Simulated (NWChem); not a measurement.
System: C$_{2}$HF$_{2}$, doublet; SMILES [CH]=C(F)F

Here is an NWChem input.

```
start job
memory heap 200 mb stack 900 mb global 1100 mb
geometry units angstroms noautosym nocenter noautoz
  C     -0.872085    -1.134973     0.000000
  C     -0.093392    -0.079555     0.000000
  F     -0.515351     1.161200     0.000000
  F      1.222752    -0.107506     0.000000
  H     -0.804463    -2.215962     0.000000
end
basis spherical
  * library 6-31g*
end
dft
  odft
  mult 2
  xc b3lyp
  iterations 150
end
cosmo
  dielec 7.6
end
task dft energy
```

Excerpt of the output:

```
             Northwest Computational Chemistry Package (NWChem) 7.3.0
             --------------------------------------------------------

                             Geometry "geometry" -> ""
                             -------------------------

 Output coordinates in angstroms (scale by  1.889725989 to convert to a.u.)

  No.       Tag          Charge          X              Y              Z
 ---- ---------------- ---------- -------------- -------------- --------------
    1 C                    6.0000    -0.87208500    -1.13497300     0.00000000
    2 C                    6.0000    -0.09339200    -0.07955500     0.00000000
    3 F                    9.0000    -0.51535100     1.16120000     0.00000000
    4 F                    9.0000     1.22275200    -0.10750600     0.00000000
    5 H                    1.0000    -0.80446300    -2.21596200     0.00000000

 Effective nuclear repulsion energy (a.u.)     109.8741010136

                                 NWChem DFT Module
                                 -----------------

 Summary of "ao basis" -> "ao basis" (spherical)
 ------------------------------------------------------------------------------
       Tag                 Description            Shells   Functions and Types
 ---------------- ------------------------------  ------  ---------------------
 C                           6-31g*                  6       14   3s2p1d
 F                           6-31g*                  6       14   3s2p1d
 H                           6-31g*                  2        2   2s

 in cosmo_initialize ...

 solvent parameters
 solvname_short: unkn
 solvname_long:  unknown
 dielec:        7.6000

          ---------------
          -cosmo- solvent
          ---------------
 Cosmo: York-Karplus, doi: 10.1021/jp992097l
 dielectric constant -eps-     =   7.60
 screen = (eps-1)/(eps    )    =   0.86842
 surface charge correction     = lagrangian

   van der Waals surface
 --------------------------

 ---------- ATOMIC COORDINATES (A.U.) ------------ VDWR(ANG.) --
     1   -1.64800169   -2.14478797    0.00000000     2.000
     2   -0.17648529   -0.15033715    0.00000000     2.000
     3   -0.97387218    2.19434982    0.00000000     1.720
     4    2.31066623   -0.20315688    0.00000000     1.720
     5   -1.52021464   -4.18756098    0.00000000     1.300
 number of segments per atom =         32
 number of   points per atom =         32
 atom (   nspa,  nppa )
 ----------------------
    1 (     20,     0 )       0
    2 (     14,     0 )       0
    3 (     22,     0 )       0
    4 (     22,     0 )       0
    5 (     16,     0 )       0
 number of -cosmo- surface points =       94
 molecular surface =     84.493 angstrom**2
 molecular volume  =     63.886 angstrom**3
 G(cav/disp)       =      1.282 kcal/mol
 -lineq- algorithm             =   0
 -bem- low  level              =   2
 -bem- from -octahedral-
 gaussian surface charge width =   4.50000
 degree of switching           =   1.00000
 switching function tolerance  =   0.00010
 atomic radii =
 --------------
    1  6.000  2.000
    2  6.000  2.000
    3  9.000  1.720
    4  9.000  1.720
    5  1.000  1.300
 ...... end of -cosmo- initialization ......

            General Information
            -------------------
          SCF calculation type: DFT
          Wavefunction type:  spin polarized.
          No. of atoms     :     5
          No. of electrons :    31
           Alpha electrons :    16
            Beta electrons :    15
          Charge           :     0
          Spin multiplicity:     2
          Use of symmetry is: off; symmetry adaption is: off
          Maximum number of iterations: 150
          AO basis - number of functions:    58
                     number of shells:    26
          Convergence on energy requested:  1.00D-06
          Convergence on density requested:  1.00D-05
          Convergence on gradient requested:  5.00D-04

              XC Information
              --------------
                         B3LYP Method XC Potential
                     Hartree-Fock (Exact) Exchange  0.200
                        Slater Exchange Functional  0.800 local
                    Becke 1988 Exchange Functional  0.720 non-local
              Lee-Yang-Parr Correlation Functional  0.810
                  VWN I RPA Correlation Functional  0.190 local

             Grid Information
             ----------------
          Grid used for XC integration:  medium
          Radial quadrature: Mura-Knowles
          Angular quadrature: Lebedev.
          Tag              B.-S. Rad. Rad. Pts. Rad. Cut. Ang. Pts.
          ---              ---------- --------- --------- ---------
          C                   0.70       49           7.0       434
          F                   0.50       49           9.0       434
          H                   0.35       45           7.0       434
          Grid pruning is: on
          Number of quadrature shells:   241
          Spatial weights used:  Erf1

      Superposition of Atomic Density Guess
      -------------------------------------

 Sum of atomic energies:        -274.56340488

      Non-variational initial energy
      ------------------------------

 Total energy =    -275.849870
 1-e energy   =    -598.290962
 2-e energy   =     212.566991
 HOMO         =      -0.200449
 LUMO         =       0.133273

[...]

                                   COSMO solvation results
                                   -----------------------

                 gas phase energy =      -276.358457596265
                 sol phase energy =      -276.360251700522
 (electrostatic) solvation energy =         0.001794104257 (    1.13 kcal/mol)

                    DFT Final Alpha Molecular Orbital Analysis
                    ------------------------------------------

 Vector   14  Occ=1.000000D+00  E=-4.283826D-01
              MO Center=  1.0D-01,  5.8D-01,  3.3D-10, r^2= 1.7D+00
   Bfn.  Coefficient  Atom+Function         Bfn.  Coefficient  Atom+Function
  ----- ------------  ---------------      ----- ------------  ---------------
    31      0.531566  3 F  px                46     -0.384891  4 F  py
    35      0.354938  3 F  px                50     -0.256562  4 F  py
    45      0.179195  4 F  px                49      0.125709  4 F  px
     3      0.078614  1 C  px                21      0.075614  2 C  px
    32      0.057542  3 F  py                17     -0.053039  2 C  px

 Vector   15  Occ=1.000000D+00  E=-2.811948D-01
              MO Center= -9.1D-01, -9.6D-01, -4.7D-10, r^2= 1.4D+00
   Bfn.  Coefficient  Atom+Function         Bfn.  Coefficient  Atom+Function
  ----- ------------  ---------------      ----- ------------  ---------------
     3      0.543379  1 C  px                 7      0.397297  1 C  px
     6     -0.209858  1 C  s                  4     -0.178241  1 C  py
    46      0.143488  4 F  py                45      0.134994  4 F  px
     2     -0.111363  1 C  s                 18     -0.109321  2 C  py
    58      0.106077  5 H  s                 32     -0.098607  3 F  py

 Vector   16  Occ=1.000000D+00  E=-2.717628D-01
              MO Center= -4.8D-01, -6.1D-01, -6.7D-10, r^2= 1.7D+00
   Bfn.  Coefficient  Atom+Function         Bfn.  Coefficient  Atom+Function
  ----- ------------  ---------------      ----- ------------  ---------------
     5      0.458772  1 C  pz                 9      0.342614  1 C  pz
    19      0.338377  2 C  pz                33     -0.225327  3 F  pz
    47     -0.222439  4 F  pz                37     -0.173372  3 F  pz
    51     -0.170911  4 F  pz                23      0.140418  2 C  pz
    25     -0.027443  2 C  d -1

 Vector   17  Occ=0.000000D+00  E= 2.829150D-02
              MO Center= -3.8D-01, -4.7D-01, -5.1D-10, r^2= 1.8D+00
   Bfn.  Coefficient  Atom+Function         Bfn.  Coefficient  Atom+Function
  ----- ------------  ---------------      ----- ------------  ---------------
    19     -0.578712  2 C  pz                 9      0.559323  1 C  pz
    23     -0.556503  2 C  pz                 5      0.389432  1 C  pz
    33      0.201246  3 F  pz                47      0.199818  4 F  pz
    37      0.190684  3 F  pz                51      0.188489  4 F  pz
    11     -0.027098  1 C  d -1

 Vector   18  Occ=0.000000D+00  E= 1.173550D-01
              MO Center= -7.0D-01, -1.7D+00,  7.8D-11, r^2= 2.8D+00
   Bfn.  Coefficient  Atom+Function         Bfn.  Coefficient  Atom+Function
  ----- ------------  ---------------      ----- ------------  ---------------
    58      1.700238  5 H  s                  6     -1.305600  1 C  s
     8      0.689497  1 C  py                20      0.394914  2 C  s
    34     -0.307910  3 F  s                 36      0.234905  3 F  py
    17     -0.215758  2 C  px                32      0.209576  3 F  py
     4      0.204800  1 C  py                22      0.199890  2 C  py

 Vector   19  Occ=0.000000D+00  E= 1.709363D-01
              MO Center=  2.0D-01,  8.3D-03,  5.5D-10, r^2= 1.9D+00
   Bfn.  Coefficient  Atom+Function         Bfn.  Coefficient  Atom+Function
  ----- ------------  ---------------      ----- ------------  ---------------
    20      1.769191  2 C  s                 48     -0.725206  4 F  s
    34     -0.547069  3 F  s                 58     -0.537813  5 H  s
    49      0.487015  4 F  px                 8     -0.442418  1 C  py
    21      0.388876  2 C  px                17      0.330310  2 C  px
    45      0.321635  4 F  px                36      0.304629  3 F  py

                     DFT Final Beta Molecular Orbital Analysis
                     -----------------------------------------

 Vector   13  Occ=1.000000D+00  E=-4.380460D-01
              MO Center=  2.4D-01, -7.6D-02,  1.3D-11, r^2= 2.2D+00
   Bfn.  Coefficient  Atom+Function         Bfn.  Coefficient  Atom+Function
  ----- ------------  ---------------      ----- ------------  ---------------
    46      0.445222  4 F  py                50      0.296254  4 F  py
    32      0.281326  3 F  py                 4      0.256218  1 C  py
    31      0.204753  3 F  px                36      0.191902  3 F  py
    18     -0.161579  2 C  py                 6      0.142957  1 C  s
    35      0.135378  3 F  px                57     -0.133060  5 H  s

 Vector   14  Occ=1.000000D+00  E=-4.251887D-01
              MO Center=  1.3D-01,  5.7D-01,  2.0D-10, r^2= 1.7D+00
   Bfn.  Coefficient  Atom+Function         Bfn.  Coefficient  Atom+Function
  ----- ------------  ---------------      ----- ------------  ---------------
    31      0.525672  3 F  px                46     -0.402168  4 F  py
    35      0.352245  3 F  px                50     -0.269627  4 F  py
    45      0.162173  4 F  px                49      0.114884  4 F  px
    21      0.077121  2 C  px                32      0.066618  3 F  py
     4      0.062011  1 C  py                17     -0.046591  2 C  px

 Vector   15  Occ=1.000000D+00  E=-2.582781D-01
              MO Center= -4.1D-01, -5.1D-01, -1.2D-09, r^2= 1.7D+00
   Bfn.  Coefficient  Atom+Function         Bfn.  Coefficient  Atom+Function
  ----- ------------  ---------------      ----- ------------  ---------------
     5      0.411967  1 C  pz                19      0.388983  2 C  pz
     9      0.311959  1 C  pz                33     -0.238594  3 F  pz
    47     -0.236627  4 F  pz                37     -0.186773  3 F  pz
    51     -0.184853  4 F  pz                23      0.177880  2 C  pz
    25     -0.026921  2 C  d -1

 Vector   16  Occ=0.000000D+00  E=-1.080056D-01
              MO Center= -9.5D-01, -9.5D-01,  9.1D-11, r^2= 1.5D+00
   Bfn.  Coefficient  Atom+Function         Bfn.  Coefficient  Atom+Function
  ----- ------------  ---------------      ----- ------------  ---------------
     7      0.483311  1 C  px                 3      0.460609  1 C  px
    21      0.184209  2 C  px                 6     -0.182133  1 C  s
    20     -0.151712  2 C  s                 58      0.150373  5 H  s
     4     -0.139032  1 C  py                18     -0.137328  2 C  py
    45      0.135954  4 F  px                48     -0.123135  4 F  s

 Vector   17  Occ=0.000000D+00  E= 3.709468D-02
              MO Center= -4.5D-01, -5.7D-01, -6.2D-10, r^2= 1.8D+00
   Bfn.  Coefficient  Atom+Function         Bfn.  Coefficient  Atom+Function
  ----- ------------  ---------------      ----- ------------  ---------------
     9      0.602653  1 C  pz                19     -0.554353  2 C  pz
    23     -0.533880  2 C  pz                 5      0.409488  1 C  pz
    33      0.187065  3 F  pz                47      0.185279  4 F  pz
    37      0.177574  3 F  pz                51      0.175852  4 F  pz
    11     -0.028280  1 C  d -1

 Vector   18  Occ=0.000000D+00  E= 1.296921D-01
              MO Center= -6.9D-01, -1.7D+00,  2.8D-10, r^2= 2.9D+00
   Bfn.  Coefficient  Atom+Function         Bfn.  Coefficient  Atom+Function
  ----- ------------  ---------------      ----- ------------  ---------------
    58      1.710748  5 H  s                  6     -1.356432  1 C  s
     8      0.685982  1 C  py                20      0.522701  2 C  s
    34     -0.327345  3 F  s                 36      0.247415  3 F  py
    32      0.216301  3 F  py                22      0.196242  2 C  py
     2     -0.190999  1 C  s                  4      0.189755  1 C  py

   alpha - beta orbital overlaps
   -----------------------------

   alpha      1      2      3      4      5      6      7      8      9     10
    beta      2      1      3      4      5      6      7      8      9     11
 overlap   0.998  0.998  1.000  1.000  1.000  1.000  0.994  0.992  0.998  0.994

   alpha     11     12     13     14     15     16     17     18     19     20
    beta     10     13     12     14     16     15     17     18     19     20
 overlap   1.000  0.999  1.000  0.997  0.988  0.996  0.996  0.996  0.995  0.996

   alpha     21     22     23     24     25     26     27     28     29     30
    beta     21     22     23     24     25     27     26     28     29     30
 overlap   0.994  0.971  0.994  0.927  0.770  0.827  0.994  0.996  0.998  0.998

   alpha     31     32     33     34     35     36     37     38     39     40
    beta     31     32     33     34     35     36     37     38     39     41
 overlap   1.000  1.000  1.000  0.999  1.000  1.000  0.963  0.961  0.980  0.990

   alpha     41     42     43     44     45     46     47     48     49     50
    beta     40     42     43     45     44     46     47     48     49     50
 overlap   0.985  0.960  0.993  0.973  1.000  0.996  0.999  0.999  0.999  0.999

   alpha     51     52     53     54     55     56     57     58
    beta     51     52     53     54     55     56     57     58
 overlap   0.994  0.999  0.999  0.999  0.999  0.999  0.999  0.999

     --------------------------
     Expectation value of S2:
     --------------------------
      <S2> =      0.7592 (Exact =     0.7500)

[...]
```

Level: B3LYP/6-31G* (spherical d), spin-unrestricted, COSMO on the gas-phase geometry. In the optimisation the excess spin sits in a' (Cs, its own frame). All runs use the structure optimised with PBE0/def2-SVP, spin-unrestricted. No stability test was run on the SCF state. COSMO prints the solvation energy as gas minus solution, so a positive value is a stabilisation.
